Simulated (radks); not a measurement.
Values are calculated unless marked as measured or tabulated.
Question: The mean radii <r> (bohr) of the occupied orbitals of an atom or ion are listed with their occupations. Code: a radial shooting solver on a logarithmic mesh with Libxc functionals. Model: scalar-relativistic Kohn-Sham, PBE, spin-polarised, spherical densities, point nucleus.

orbital  occ.      <r>
1s up       1  0.02666
1s down     1  0.02666
2s up       1   0.1146
2s down     1   0.1146
2p up       3   0.1003
2p down     3   0.1003
3s up       1   0.3064
3s down     1   0.3064
3p up       3   0.3044
3p down     3   0.3044
3d up       5   0.2809
3d down     5   0.2809
4s up       1   0.7167
4s down     1   0.7166
4p up       3   0.7648
4p down     3   0.7647
4d up       5   0.8766
4d down     5   0.8753
5s up       1    1.825
5s down     1    1.824
5p up       3    2.183
5p down     2    2.194

Name the element and its charge. Open shells, if any, are filled with parallel spins first.

Answer: Z = 54, xenon, charge +1: Xe+ in [Kr] 4d10 5s2 5p5. The 1s radius gives Z: for a bare nucleus <r> = (2 gamma + 1)/(2Z) with gamma = sqrt(1 - (Z/c)^2), 0.02628 bohr for Z = 54, and screening makes it slightly larger (0.02666 here). The occupations add up to 53, and the charge is Z minus that.
